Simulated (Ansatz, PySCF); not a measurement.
H3OSi, SMILES [SiH3][O], multiplicity 2. Atoms are numbered in the order given.

```xyz
5

O      1.1231    -0.0957     0.0000
Si    -0.5289     0.0441     0.0000
H     -0.9217    -1.3944     0.0000
H     -1.0446     0.7162    -1.2149
H     -1.0446     0.7162     1.2149
```
Charge 0, spin multiplicity 2.

Coordinates come from a B3LYP-D3(BJ)/def2-TZVP optimisation. The isomer is the one that the SMILES or the coordinates give; other isomers of the formula were not compared.

Two levels are set side by side: PBE-D3(BJ)/def2-TZVP (Ansatz, a first-principles code) and B3LYP-D3(BJ)/def2-TZVP (Ansatz). Each level has its own optimised geometry; the coordinates shown are those of the second. Frequencies come from the Hessian of PySCF at each geometry. Differences are taken from unrounded values.

| quantity | B3LYP-D3(BJ) | PBE-D3(BJ) | PBE-D3(BJ) minus B3LYP-D3(BJ) |
|---|---|---|---|
| mean bond length (Å) | 1.528 | 1.540 | 0.012 |
| bond O1–Si2 (Å) | 1.658 | 1.646 | -0.012 |
| bond Si2–H3 (Å) | 1.491 | 1.519 | 0.028 |
| bond Si2–H4 (Å) | 1.481 | 1.498 | 0.017 |
| bond Si2–H5 (Å) | 1.481 | 1.498 | 0.017 |
| highest harmonic wavenumber (cm⁻¹) | 2227 | 2140 | -87 |
| mean harmonic wavenumber (cm⁻¹) | 1256 | 1188 | -68 |
| zero-point energy (kcal/mol) | 16.16 | 15.28 | -0.88 |

GGA bonds tend to be longer and softer than those of functionals with exact exchange. Differences between two approximate levels are no errors against the true value.
